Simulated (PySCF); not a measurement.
Species: C8H10NS (charge -1).
Geometry (PBE0-D3(BJ)/def2-SVP, Å), atoms numbered from 1 in this order:
```
atom  x, y, z in Å
C1    -2.0326    0.8128   -0.6705
C2    -1.1627   -0.4266   -0.4559
C3    -1.7453   -1.2239    0.7130
S4    -1.1161   -1.4480   -1.9761
C5     0.2910   -0.0812   -0.2449
C6     0.8819    1.0950   -0.7475
C7     2.2343    1.3433   -0.5473
N8     3.0654    0.5430    0.1237
C9     2.5096   -0.5692    0.6143
C10    1.1734   -0.9162    0.4707
H11   -1.7144    1.3635   -1.5662
H12   -3.0635    0.4787   -0.8605
H13   -2.0303    1.4974    0.2016
H14   -1.7153   -0.6660    1.6706
H15   -1.2211   -2.1815    0.8347
H16   -2.7916   -1.4699    0.4737
H17    0.2862    1.8137   -1.3117
H18    2.6740    2.2657   -0.9529
H19    3.1800   -1.2384    1.1718
H20    0.8158   -1.8539    0.8977
```

Jobs on this species (20 atoms, 82 electrons) with PySCF (density fitting). Hardware of each: one thread, AMD EPYC 9R45 (x86_64), on a shared host. Other jobs ran on the host; a repeat could differ by tens of per cent or more. Peak memory is the resident size of the whole Python process, interpreter and libraries included.

```tsv
level and settings	work	basis functions	SCF cycles	wall time	peak memory
PBE0-D3(BJ)/def2-SVP, grid level 1	geometry optimisation from a GFN2-xTB start shaken at random	194	?	?	?
PBE0/pcSseg-1, IEF-PCM chloroform	shieldings, ring-centre shieldings, charges and field gradients	227	14	32 s	1.1 GiB
PBE0/pcSseg-1, IEF-PCM water	shieldings, ring-centre shieldings	227	14	28 s	1.3 GiB
```

**Question.** Fill in the missing figures.

**Answer.** 
- PBE0-D3(BJ)/def2-SVP, grid level 1; geometry optimisation from a GFN2-xTB start shaken at random: 90 s, 0.91 GiB, 48 SCF cycles

**Question.** What do all jobs in the table cost together?

**Answer.** About 2.5 min; the longest takes about 60 % of that, and about 3.2 times as long as the shortest.
